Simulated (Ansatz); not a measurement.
Stepwise reaction of `[NH2][Ga]([NH2])[O][SiH3]` with hydrogen chloride, as a gas-phase model of exchange steps in deposition or etching. ΔE in kJ/mol.

Gas-phase electronic energies from Ansatz, PBE0-D4/def2-TZVP geometries. CBS: MP2 limit from def2 TZ/QZ plus the TZ coupled-cluster correction, frozen cores. This one scheme is used for every species. DFT in def2-TZVPP. B3LYP here is the variant with VWN-RPA as its local correlation; programs differ in this. For Ga outer-core shells are correlated without core-valence functions, which leaves a few kJ/mol of doubt a bond. Scalar relativity is left out up to krypton. Each species was taken in one conformer, which may not be the lowest.

```csv
step,reaction,PBE-D4,B3LYP-D4,ωB97M-V,CCSD(T)/CBS
1,`[NH2][Ga]([NH2])[O][SiH3]` + HCl → `[NH2][Ga]([Cl])[O][SiH3]` + NH₃,-86.3,-87.1,-87.1,-81.7
2,`[NH2][Ga]([Cl])[O][SiH3]` + HCl → `[SiH3][O][Ga]([Cl])[Cl]` + NH₃,-68.3,-68.6,-68.6,-63.1
```

Q: By hand: ΔE of the 2 steps together at CCSD(T)/CBS.

A: (-81.7) + (-63.1) = -144.8 kJ/mol, or -72.4 kJ/mol a step.

In ΔE each step is higher than the one before. All are downhill at CCSD(T)/CBS. PBE-D4 differs from CCSD(T)/CBS by -5.2 to -4.6 kJ/mol a step. Only this route is followed, and other bonds may react first. Isolated molecules leave out the surface, adducts and barriers. Largest T1 diagnostic: 0.013.
